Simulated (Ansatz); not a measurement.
## Relative stability

The two ends of one reaction step of BGeH₅F, doublet (PBE0-D4/def2-TZVP).

A:

```json
{"atom": "F1", "x (Å)": "-1.3567", "y (Å)": "-1.2941", "z (Å)": "1.1258"}
{"atom": "B2", "x (Å)": "0.1397", "y (Å)": "0.2258", "z (Å)": "-1.2273"}
{"atom": "Ge3", "x (Å)": "-0.0703", "y (Å)": "-0.1417", "z (Å)": "0.9177"}
{"atom": "H4", "x (Å)": "0.5357", "y (Å)": "-0.7857", "z (Å)": "-1.7218"}
{"atom": "H5", "x (Å)": "-0.8998", "y (Å)": "0.7372", "z (Å)": "-1.5213"}
{"atom": "H6", "x (Å)": "-0.5236", "y (Å)": "1.1470", "z (Å)": "1.6128"}
{"atom": "H7", "x (Å)": "0.9711", "y (Å)": "0.9220", "z (Å)": "-0.6336"}
{"atom": "H8", "x (Å)": "1.2041", "y (Å)": "-0.8105", "z (Å)": "1.4475"}
```

B:

```
atom    x (Å)    y (Å)    z (Å)
  F1  -1.5818  -1.3743  -0.4663
  B2  -0.6699  -0.5144  -0.9579
 Ge3   0.5665   0.4359   0.7948
  H4   0.3530  -0.9876  -1.4002
  H5  -1.0594   0.5936  -1.2532
  H6  -0.4213   1.1897   1.6952
  H7   1.5355   1.3674   0.0605
  H8   1.2775  -0.7101   1.5270
```

Ansatz 0.2.0; basis: def2-TZVPP; cores frozen in the correlated methods; orbitals are unrestricted. Filled d shells of the heavier atoms are correlated. The def2 sets are not built for correlating such inner shells, so the correlated values are less sure here. B3LYP uses VWN-RPA correlation.

Problem. Which structure is lower at CCSD(T), and by how much? (To be estimated.)

Solution. By the calculation: B, by 0.543 eV (electronic energy, against the other). By their contacts, A is BGeH₅F ([BH3][GeH2][F]) and B is BGeH₅F ([F][BH2][GeH3]).

All methods give the same order:

```tsv
method	E(B) − E(A) (eV)
SPW92	-0.602
PBE-D4	-0.530
BLYP-D4	-0.573
r2SCAN-D4	-0.501
B97M-V	-0.525
PBE0-D4	-0.544
B3LYP-D4	-0.586
r2SCAN0-D4	-0.529
BHLYP-D4	-0.596
CAM-B3LYP-D4	-0.585
wB97X-V	-0.527
wB97M-V	-0.572
B2PLYP	-0.555
PBE-QIDH	-0.526
RPA on PBE	-0.549
HF	-0.617
MP2	-0.511
CCSD	-0.559
CCSD(T)	-0.543
```

T1 diagnostic: at most 0.014. ⟨S²⟩ of the unrestricted Hartree–Fock references: 0.76 (a pure state has 0.75).

Labels in which every atom is bracketed show which atoms are joined, not bond orders.

For scale, one of the runs: CCSD(T)/def2-TZVPP, 180 basis functions, launched by `ansatz run in.yaml --threads 4 --pin off --events-out ev --progress --plain --max-ram 9574MiB`. Hardware: 4 CPU threads of an Arm Neoverse V2, shared host. Wall time 2.3 min; peak host memory 4.7 GiB.
